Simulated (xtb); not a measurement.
Diatomic NaCl+, multiplicity 2 (lowest of 2S+1 = 2, 4 at CCSD(T)/def2-TZVPP on PBE0 minima; our sources give no spin for the ground state, which may be another).

Constants: fifth-degree fit in 1/R to seven points, most abundant isotopes. Runs in def2 and cc sets follow the lowest solution found near the PBE0 minimum.

Codes used: xtb for the GFN methods. Each number belongs to the level named beside it. The GFN methods have no spin term and hold the electronic entropy of 300 K.

Energies at GFN2-xTB:

```csv
R (Å),E (hartree)
2.608888,-4.30824470
2.679020,-4.30852286
2.743541,-4.30866251
2.816477,-4.30871710
2.889414,-4.30868972
2.973572,-4.30859142
3.071756,-4.30842901
```

Question: With a reduced mass of 13.8707 u, find the minimum, the force constant and the constants.

Answer: A fifth-degree polynomial in 1/R puts the minimum at r_e = 2.8247 Å with force constant 6.39 N/m. Then ω_e = (1/2πc)√(k/μ) = 88 cm⁻¹ and B_e = h/(8π²cμr_e²) = 0.1523 cm⁻¹; the cubic and quartic terms give α_e = 0.0056 and ω_e x_e = 4.6 cm⁻¹.
